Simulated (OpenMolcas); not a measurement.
An atom or ion with 15 electrons was computed by XMS-RASPT2, IPEA 0.25 Eh, imaginary shift 0.1 Eh with spin-orbit coupling (OpenMolcas, ANO-RCC-VTZP, DKH2). The lowest levels that the run gave, each within 12 % of the measured value where one is at hand:

```csv
J,Parity,E (cm⁻¹),g
3/2,odd,0.0,2.002
3/2,odd,11960,0.800
5/2,odd,11970,1.200
1/2,odd,19740,0.666
3/2,odd,19750,1.334
```

Question: Which ion is it, and what are the configurations and terms?

Answer: P (Z = 15, neutral; active space 5 electrons in 9 orbitals (RAS2 3s 3p; RAS3 3d, at most 2 electrons)). J, parity and g give the terms where levels are pure, and mixed ones are named by the computed weights; the size of the splittings, set against known spectra of the 15-electron sequence, gives the charge. In order, with the measured energies in cm⁻¹ (NIST Handbook of Basic Atomic Spectroscopic Data): 3s² 3p³ ⁴S°_3/2, 3s² 3p³ ²D°_3/2 (11361), 3s² 3p³ ²D°_5/2 (11377), 3s² 3p³ ²P°_1/2 (18723), 3s² 3p³ ²P°_3/2 (18748).

CASPT2 does not keep the components of a term degenerate, so their means are used; among the terms shown or strongly mixed into the levels shown the widest spread is 42 cm-1 (3s² 3p³ ²D°). Active for correlation alone: 3d; no level in the range computed is led by a configuration that fills it, so any true level of that kind is missing. Computed and measured levels are paired by configuration, term and J; levels that our copy of the source lacks, or whose pairing is in doubt (as where it misses far off the trend of its configuration), stay unpaired and out of the deviations. Levels of configurations outside the active space are missing.

° marks odd parity.
